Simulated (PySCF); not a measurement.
**Working out the ionisation energy of Xe⁺**

Xe⁺ [Kr] 4d10 5s2 5p5 (2P) → Xe²⁺ [Kr] 4d10 5s2 5p4 (3P). All numbers are calculated (PySCF 2.14, scalar relativity by spin-free X2C-1e, in ANO-RCC-VTZP). Frozen: [Ar] 3d10. Energies in hartree (1 hartree = 27.21139 eV):

| part | Xe⁺ (lower) | Xe²⁺ (upper) |
| --- | --- | --- |
| UHF | -7442.798529 | -7442.060031 |
| MP2 opposite-spin | -0.485723 | -0.460684 |
| MP2 same-spin | -0.269434 | -0.259266 |

**Question.** What does Hartree-Fock give?

**Answer.** (-7442.060031) − (-7442.798529) = 0.738498 hartree = 20.096 eV.

**Question.** What do MP2 and SCS-MP2 (6/5 opposite-spin, 1/3 same-spin) give?

**Answer.** The opposite-spin parts differ by 0.681 eV and the same-spin parts by 0.277 eV. MP2: 20.096 + (0.681) + (0.277) = 21.054 eV. SCS-MP2: 20.096 + 1.2 × (0.681) + (0.277)/3 = 21.006 eV.

A first-order spin-orbit estimate adds -0.040 eV to MP2 (valence and next inner shell), giving 21.014 eV against 20.975 eV (semi-empirical (NIST evaluation); NIST Atomic Spectra Database, ionization energies).

What remains against the reference includes basis incompleteness, the frozen core and correlation beyond second order.
